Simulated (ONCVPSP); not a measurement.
## What one change does to a pseudopotential (C (Z = 6), ONCV)

| Item | Value |
| --- | --- |
| Element | carbon |
| Generator | ONCVPSP 4.0.1 |
| Type | optimised norm-conserving Vanderbilt (ONCV) |
| Functional | LDA (Perdew-Wang 92) |
| Relativity | non-relativistic |
| Frozen core | [He] |
| Valence charge | 4 |
| Reference configuration | 2s2 2p2 |
| Partial waves | 2s: rc 1.05 bohr, ncon 3, nbas 6, qcut 6.1 1/bohr, 3 projectors, debl 3.5 Ha; 2p: rc 2.65 bohr, ncon 4, nbas 7, qcut 4.9 1/bohr, 2 projectors, debl 3.6 Ha |
| Local potential | polynomial inside 0.85 bohr (lpopt 5, dvloc0 6 Ha) |
| Core correction | none |

Change: s: rc 1.44.

Cutoffs: the cutoffs (Ha) at which the residual kinetic energy of the hardest occupied pseudo-wave falls to 1 and 0.1 mHa per electron; they do not see the model core or the augmentation charge, which bear on the density cutoff. Errors are all-electron minus pseudo energies relative to the spin-unpolarised reference configuration.

Task: Predict the effect on cutoff, ghosts and configuration errors.

Result: The potential gets softer (18 Ha and 67 Ha → 13 Ha and 17 Ha); the errors of the 4 common tests hardly move; neither file shows a bound ghost. A larger radius leaves more room for a smooth pseudo-wave, so fewer plane waves are needed.

```csv
quantity,base,changed
"cutoff, loose",18 Ha,13 Ha
"cutoff, tight",67 Ha,17 Ha
loose cutoff by channel,"s 18 Ha, p 8.7 Ha","s 13 Ha, p 8.7 Ha"
bound ghosts,none,none
GHOST(+) flags under 300 eV,none,none
"error for 2s2 2p1, meV [ΔE 10.99 eV]",+109,+112
"error for 2s2 2p0, meV [ΔE 35.25 eV]",+890,+906
"error for 2s1 2p0, meV [ΔE 83.20 eV]",+1785,+1769
"error for 2s2 2p1.5, meV [ΔE 4.03 eV]",+17,+17
p: phases at 2.69 bohr within 0.05 rad from the reference energy up to (Ha; the scan ends near 5),0.3,0.3
```
